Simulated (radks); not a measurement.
The numbers below are computed, except where a source is named.
Ionisation of neutral ytterbium, [Xe] 4f14 6s2, to [Xe] 4f14 6s1 as the strength of local exchange is varied. Code: a radial shooting solver on a logarithmic mesh with Libxc functionals. Model: non-relativistic Kohn-Sham, Slater X-alpha exchange (alpha = 2/3 is LDA exchange), no correlation, spin-polarised, spherical densities, point nucleus; relativity is left out, which matters for an element this heavy.

alpha  E(Yb) (hartree)  exchange (hartree)  IE (eV)  -e of the level emptied (eV)  <r> of it (bohr)
0.552      -13335.3844           -218.7412    4.513                    2.453 (6s)             4.475
0.648      -13373.4876           -257.6092    4.883                    2.844 (6s)             4.343
0.667      -13381.0433           -265.3303    4.959                    2.924 (6s)             4.317
0.727      -13404.9349           -289.7741    5.202                    3.183 (6s)             4.240
0.992      -13511.0222           -398.8479    6.353                    4.436 (6s)             3.934
1.034      -13527.9204           -416.3009    6.547                    4.650 (6s)             3.890

NIST Atomic Spectra Database: 6.254 eV (measured). The Delta-SCF value meets it near alpha = 0.97. Relativity is left out here, which matters for elements this heavy.
